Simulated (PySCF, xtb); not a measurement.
CH₇F₂NSi₂, SMILES N[Si@H](F)C[SiH2]F.

xtb with GFN2-xTB at its own geometry gives an orbital gap of 5.63 eV and a dipole moment of 1.58 D.

Geometry: PBE0-D3(BJ)/def2-SVP. The structure was generated by enumeration; whether it is a known compound was not checked. The values are those of a single conformer.

### Question
What does PBE/def2-TZVP (PySCF) give? (Estimate from the structure and the level; the computed values follow.)

### Answer
gap 5.86 eV (levels -6.53 and -0.67 eV), dipole 1.14 D.
